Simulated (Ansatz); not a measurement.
The same path of CH5BO2Se (10 atoms, charge 0, multiplicity 1) was run twice with different band settings. The coordinate that changes most is the dihedral C2–O3–B4–Se5.

The calculation used RHF/def2-SVP (Ansatz 0.2.0).

Relaxed end points:

```xyz
10
Properties=species:S:1:pos:R:3
O -2.177 0.364 -0.196
C -0.928 0.024 0.227
O 0.006 0.332 -0.766
B 1.312 0.061 -0.803
Se 2.373 -0.881 0.565
H -2.212 1.290 -0.386
H -0.648 0.555 1.142
H -0.933 -1.047 0.419
H 1.948 0.418 -1.750
H 1.342 -1.166 1.551
```

```xyz
10
Properties=species:S:1:pos:R:3
O -2.055 0.592 -0.255
C -0.944 0.651 0.535
O -0.048 -0.380 0.227
B 1.208 -0.203 -0.191
Se 2.371 -1.728 -0.569
H -1.831 0.770 -1.156
H -0.427 1.611 0.445
H -1.273 0.511 1.561
H 1.675 0.890 -0.359
H 1.407 -2.765 -0.235
```

Common settings: movable images 7; climbing image yes; spring 5.0 eV/Å²; optimiser quadratic models (default); start path IDPP; force threshold 0.05 eV/Å; end points relaxed.

| run | iteration limit |
| --- | --- |
| 1 | 60 |
| 2 | 10 |

Problem. What does each run give, and how far can it be trusted?

Solution. Run 1: converged after 23 iterations, highest image 0.331 eV above the first end. A vibrational analysis at the climbing image gives one clearly imaginary mode, 200i cm⁻¹: a first-order saddle point.
Run 2: not converged after 10 iterations, highest image 0.339 eV above the first end. The band didn't meet its force threshold, so its energies are provisional: the largest band force was still 0.19 eV/Å, and over the last iterations the top stayed at 0.34 eV.
